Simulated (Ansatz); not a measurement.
Mulliken charges of CH₃F₂Ga, SMILES `F[CH2][GaH][F]` from PBE/def2-TZVPP in Ansatz (PBE0-D4/def2-TZVP geometry).

| atom | x (Å) | y (Å) | z (Å) | charge (e) |
| --- | --- | --- | --- | --- |
| F1 | 0.513 | 1.851 | 0.293 | -0.204 |
| C2 | -0.284 | 0.728 | 0.471 | -0.053 |
| Ga3 | 0.394 | -0.807 | -0.580 | 0.441 |
| F4 | -0.614 | -2.237 | -0.359 | -0.353 |
| H5 | -1.308 | 0.976 | 0.171 | 0.097 |
| H6 | -0.308 | 0.483 | 1.537 | 0.097 |
| H7 | 1.606 | -0.995 | -1.533 | -0.025 |

Task: By hand: the dipole of these point charges (1 e Å = 4.8032 D).

Result: Σ q r = (0.104, 0.184, -0.010) e Å, of length 0.212 e Å = 1.02 D.

Task: How does the dipole of the full density compare? (Best estimate.)

Result: Computed: (0.039, 0.167, 0.032) e Å, 0.84 D; the point charges give 1.21 times that, at 21° from its direction.

Point charges leave out the atoms' own dipoles, such as those of lone pairs, and Mulliken's split depends on the basis, so the two needn't agree.
